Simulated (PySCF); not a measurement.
## TDDFT excited states: CH10Ge2OSi

CH10Ge2OSi.
Structure used (PBE0-D3(BJ)/def2-SVP), in Å, numbered top down from 1:
```
atom  x, y, z in Å
Si1    1.8987    1.0949   -0.2538
C2     1.8222   -0.6399    0.4820
Ge3    0.5846   -1.7958   -0.4876
O4    -0.7187   -0.7529   -1.1156
Ge5   -2.1682   -0.1293   -0.3017
H6     2.0842    1.0292   -1.7348
H7     3.0531    1.8479    0.3304
H8     0.6505    1.8563    0.0505
H9     2.8263   -1.0948    0.4572
H10    1.5151   -0.5758    1.5383
H11   -0.0319   -2.8838    0.4220
H12    1.2502   -2.4131   -1.7285
H13   -2.6900    1.0204   -1.1754
H14   -1.7907    0.3766    1.1088
H15   -3.2102   -1.2608   -0.1873
```

Theory: PySCF 2.14.0, density-fitted response routines, TDDFT PBE0/def2-SVPD, vertical, gas phase, core orbitals frozen in the response. The PBE0/def2-SVPD calculation is non-relativistic and has no spin–orbit coupling, an omission that weighs most on germanium.

| state | E (eV) | λ (nm) | f | \|μ\| (D) | main configurations (H = HOMO, L = LUMO) |
| --- | --- | --- | --- | --- | --- |
| S1 | 6.36 | 194.9 | 0.0023 | 0.31 | H→L (96%) |
| S2 | 6.85 | 181.1 | 0.0044 | 0.41 | H-1→L (97%) |
| S3 | 7.12 | 174.0 | 0.0097 | 0.60 | H→L+1 (96%) |
| S4 | 7.42 | 167.1 | 0.126 | 2.12 | H→L+2 (52%), H-2→L (38%) |
| S5 | 7.48 | 165.7 | 0.024 | 0.92 | H-2→L (49%), H→L+2 (40%) |
| S6 | 7.62 | 162.7 | 0.046 | 1.26 | H-1→L+1 (94%) |
| S7 | 7.73 | 160.5 | 0.023 | 0.89 | H→L+3 (92%) |
| S8 | 7.81 | 158.8 | 0.014 | 0.68 | H-1→L+2 (35%), H-3→L (35%), H-5→L (19%) |
| S9 | 7.94 | 156.2 | 0.011 | 0.62 | H-1→L+2 (23%), H→L+4 (21%), H-3→L (18%) |
| S10 | 7.95 | 156.0 | 0.038 | 1.12 | H-1→L+2 (32%), H→L+4 (25%), H-3→L (11%) |

Triplets, Tamm–Dancoff:

```json
{"state": "T1", "E (eV)": "6.00", "λ (nm)": "206.5", "main configurations (H = HOMO, L = LUMO)": "H→L (90%)"}
{"state": "T2", "E (eV)": "6.41", "λ (nm)": "193.6", "main configurations (H = HOMO, L = LUMO)": "H-1→L (92%)"}
{"state": "T3", "E (eV)": "6.92", "λ (nm)": "179.0", "main configurations (H = HOMO, L = LUMO)": "H→L+1 (88%)"}
{"state": "T4", "E (eV)": "7.03", "λ (nm)": "176.5", "main configurations (H = HOMO, L = LUMO)": "H→L+2 (56%), H-2→L (25%)"}
```

The lowest singlet comes at 195 nm (614 kJ/mol) in the vacuum ultraviolet; it is very weak; its leading configuration is HOMO→LUMO (96%). The strongest level in the table is S4 at 7.42 eV (167 nm, f = 0.126). Löwdin shares by element: HOMO oxygen 42%, germanium 19%, carbon 16% (atoms not listed hold the other 24%); LUMO germanium 42%, oxygen 13%, hydrogen 7% or more (atoms not listed hold the other 37%). The listed states span 1.59 eV, and the widest gap between neighbours is 0.49 eV (S1 to S2). Weighted by f, the mean energy of these states is 7.56 eV. The oscillator strengths of these states sum to 0.300; summed over the whole spectrum of an exact calculation they would give the number of electrons, 102 (Thomas–Reiche–Kuhn). The vertical ionisation energy (ΔSCF) is 9.73 eV, 1.78 eV above S10. The window holds the lowest 10 singlets.

One conformer stands for the species.
